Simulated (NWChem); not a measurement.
System: SF, doublet; SMILES [S]F

NWChem input:

```
start job
memory heap 200 mb stack 900 mb global 1100 mb
geometry units angstroms noautosym nocenter noautoz
  S      0.000000     0.000000    -0.587820
  F      0.000000     0.000000     1.043238
end
basis spherical
  S library def2-svp
  F library def2-svp
end
dft
  odft
  mult 2
  xc m06-2x
  iterations 150
end
cosmo
  dielec 2.4
end
task dft energy
```

Excerpt of the output:

```
             Northwest Computational Chemistry Package (NWChem) 7.3.0
             --------------------------------------------------------

                             Geometry "geometry" -> ""
                             -------------------------

 Output coordinates in angstroms (scale by  1.889725989 to convert to a.u.)

  No.       Tag          Charge          X              Y              Z
 ---- ---------------- ---------- -------------- -------------- --------------
    1 S                   16.0000     0.00000000     0.00000000    -0.58782000
    2 F                    9.0000     0.00000000     0.00000000     1.04323800

 Effective nuclear repulsion energy (a.u.)      46.7190767318

                                 NWChem DFT Module
                                 -----------------

 Summary of "ao basis" -> "ao basis" (spherical)
 ------------------------------------------------------------------------------
       Tag                 Description            Shells   Functions and Types
 ---------------- ------------------------------  ------  ---------------------
 S                          def2-svp                 8       18   4s3p1d
 F                          def2-svp                 6       14   3s2p1d

 in cosmo_initialize ...

 solvent parameters
 solvname_short: unkn
 solvname_long:  unknown
 dielec:        2.4000

          ---------------
          -cosmo- solvent
          ---------------
 Cosmo: York-Karplus, doi: 10.1021/jp992097l
 dielectric constant -eps-     =   2.40
 screen = (eps-1)/(eps    )    =   0.58333
 surface charge correction     = lagrangian

   van der Waals surface
 --------------------------

 ---------- ATOMIC COORDINATES (A.U.) ------------ VDWR(ANG.) --
     1    0.00000000    0.00000000   -1.11081873     2.160
     2    0.00000000    0.00000000    1.97143396     1.720
 number of segments per atom =         32
 number of   points per atom =         32
 atom (   nspa,  nppa )
 ----------------------
    1 (     28,     0 )       0
    2 (     24,     0 )       0
 number of -cosmo- surface points =       52
 molecular surface =     69.632 angstrom**2
 molecular volume  =     53.898 angstrom**3
 G(cav/disp)       =      1.208 kcal/mol
 -lineq- algorithm             =   0
 -bem- low  level              =   2
 -bem- from -octahedral-
 gaussian surface charge width =   4.50000
 degree of switching           =   1.00000
 switching function tolerance  =   0.00010
 atomic radii =
 --------------
    1 16.000  2.160
    2  9.000  1.720
 ...... end of -cosmo- initialization ......

[...]

                                   COSMO solvation results
                                   -----------------------

                 gas phase energy =      -497.695015939395
                 sol phase energy =      -497.696725599879
 (electrostatic) solvation energy =         0.001709660483 (    1.07 kcal/mol)

                    DFT Final Alpha Molecular Orbital Analysis
                    ------------------------------------------

 Vector   11  Occ=1.000000D+00  E=-5.626136D-01
              MO Center=  8.0D-09,  4.6D-08,  1.9D-01, r^2= 1.7D+00
   Bfn.  Coefficient  Atom+Function         Bfn.  Coefficient  Atom+Function
  ----- ------------  ---------------      ----- ------------  ---------------
    24      0.499318  2 F  pz                27     -0.349488  2 F  pz
     3     -0.289433  1 S  s                 10      0.284907  1 S  pz
     4     -0.281861  1 S  s                  2      0.208397  1 S  s
    13      0.198794  1 S  pz                 7      0.158288  1 S  pz
    20     -0.072249  2 F  s                 21     -0.064217  2 F  s

 Vector   12  Occ=1.000000D+00  E=-3.615883D-01
              MO Center= -6.9D-09, -7.1D-10, -4.3D-01, r^2= 1.5D+00
   Bfn.  Coefficient  Atom+Function         Bfn.  Coefficient  Atom+Function
  ----- ------------  ---------------      ----- ------------  ---------------
    11      0.614288  1 S  px                 8      0.492473  1 S  px
    22      0.277361  2 F  px                 5      0.261498  1 S  px
    25     -0.223002  2 F  px

 Vector   13  Occ=1.000000D+00  E=-3.267083D-01
              MO Center=  2.4D-10,  7.2D-09, -4.6D-01, r^2= 1.5D+00
   Bfn.  Coefficient  Atom+Function         Bfn.  Coefficient  Atom+Function
  ----- ------------  ---------------      ----- ------------  ---------------
    12      0.633971  1 S  py                 9      0.482857  1 S  py
     6      0.259827  1 S  py                23      0.256463  2 F  py
    26     -0.208366  2 F  py

 Vector   14  Occ=0.000000D+00  E=-6.189081D-05
              MO Center= -1.0D-09,  9.2D-10, -3.8D-01, r^2= 1.8D+00
   Bfn.  Coefficient  Atom+Function         Bfn.  Coefficient  Atom+Function
  ----- ------------  ---------------      ----- ------------  ---------------
    13      0.879140  1 S  pz                21     -0.447513  2 F  s
    27      0.404919  2 F  pz                10      0.374780  1 S  pz
    24     -0.352741  2 F  pz                 4      0.299350  1 S  s
     7      0.211290  1 S  pz                 3      0.170558  1 S  s
    20     -0.135723  2 F  s                  2     -0.127070  1 S  s

 Vector   15  Occ=0.000000D+00  E= 3.489427D-01
              MO Center= -2.5D-08,  1.9D-08, -5.2D-01, r^2= 2.5D+00
   Bfn.  Coefficient  Atom+Function         Bfn.  Coefficient  Atom+Function
  ----- ------------  ---------------      ----- ------------  ---------------
     4     -2.098743  1 S  s                  3      2.064838  1 S  s
     2     -0.512877  1 S  s                 21      0.385855  2 F  s
    13     -0.244274  1 S  pz                27     -0.118328  2 F  pz
    24     -0.115939  2 F  pz                 1     -0.069544  1 S  s
    16      0.059257  1 S  d  0              10      0.044506  1 S  pz

[...]
```

Level: M06-2X/def2-SVP, spin-unrestricted, COSMO on the gas-phase geometry. The state is orbitally degenerate and is run as one real component. Structure relaxed at the PBE-D3(BJ)/def2-SVP, spin-unrestricted level. No stability test was run on the SCF state. COSMO prints the solvation energy as gas minus solution, so a positive value is a stabilisation.
